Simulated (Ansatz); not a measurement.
C$_{2}$H$_{5}$ClOSi, SMILES `CC1(Cl)O[SiH2]1`. Charge 0, multiplicity 1.

Cartesian coordinates in Å:
```
C -0.594 -0.476 -1.187
C 0.423 -0.124 -0.149
Cl 1.979 -0.935 -0.467
O 0.588 1.287 0.066
Si 0.152 0.560 1.511
H -0.753 -1.554 -1.216
H -1.542 0.018 -0.964
H -0.248 -0.144 -2.170
H 1.189 0.467 2.558
H -1.195 0.902 2.018
```

Problem. List the harmonic frequencies (cm⁻¹, unscaled) at PBE0-D4/def2-TZVP in Ansatz. (Best estimate.)

Solution. The calculation gave: 186, 231, 290, 350, 375, 480, 572, 627, 658, 758, 819, 918, 970, 1085, 1111, 1244, 1403, 1467, 1474, 2257, 2286, 3052, 3129, 3153.

Problem. Is this a minimum?

Solution. Yes, all 24 modes are real.

Problem. Give the ideal-gas thermochemistry at 298.15 K and 1 bar (rigid rotor, harmonic oscillator; point group C1, symmetry number 1).

Solution. Zero-point energy 172.8 kJ/mol; H(298) − E = 191.3 kJ/mol; entropy 324.9 J/(mol·K), of which translation 167.3, rotation 112.8, vibration 44.7; G(298) − E = 94.4 kJ/mol.

Problem. And at 400, 500, 600, 800 and 1000 K?

Solution. 
| T (K) | H − E (kJ/mol) | S (J/mol/K) | G − E (kJ/mol) |
| --- | --- | --- | --- |
| 400 | 202.6 | 357.4 | 59.7 |
| 500 | 215.6 | 386.4 | 22.4 |
| 600 | 230.1 | 412.8 | -17.5 |
| 800 | 262.6 | 459.3 | -104.9 |
| 1000 | 298.3 | 499.2 | -200.8 |
